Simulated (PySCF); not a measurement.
Radial density of Sb (antimony, neutral)

UHF, [Kr] 4d10 5s1 5p3 6s1, high-spin 6S determinant (an excited configuration). Computed with PySCF 2.14 in dyall-av3z (29s22p16d2f, 189 functions), with the non-relativistic Hamiltonian (point nucleus).

| r (bohr) | 4πr²ρ (e/bohr) | 4πr²(ρα − ρβ) |
| --- | --- | --- |
| 0.000412 | 0.1908 | 0.0000 |
| 0.000693 | 0.5246 | 0.0001 |
| 0.00116 | 1.414 | 0.0003 |
| 0.00196 | 3.690 | 0.0008 |
| 0.00330 | 9.112 | 0.0021 |
| 0.00554 | 20.51 | 0.0047 |
| 0.00932 | 39.57 | 0.0089 |
| 0.0157 | 59.44 | 0.0135 |
| 0.0264 | 62.52 | 0.0182 |
| 0.0444 | 56.49 | 0.0410 |
| 0.0746 | 78.04 | 0.0705 |
| 0.126 | 71.98 | -0.0177 |
| 0.211 | 63.97 | 0.1040 |
| 0.355 | 51.13 | 0.0194 |
| 0.597 | 21.76 | 0.3205 |
| 1.00 | 19.11 | -0.1000 |
| 1.69 | 4.013 | 1.5742 |
| 2.84 | 1.533 | 1.4942 |
| 4.78 | 0.3149 | 0.3149 |
| 8.04 | 0.1320 | 0.1320 |
| 13.5 | 0.0009783 | 0.0010 |

A non-relativistic calculation at this Z misses sizeable relativistic shifts. The outer electron is Rydberg-like, and this basis confines it to a smaller radius and binds it less than a complete one would.

Where is the radial spin density 4πr²(ρα − ρβ) most negative, and why is it negative at all?

Around r = 1.00 bohr, down to -0.1000 e/bohr: exchange with the open shell polarises the paired shells in an unrestricted calculation.
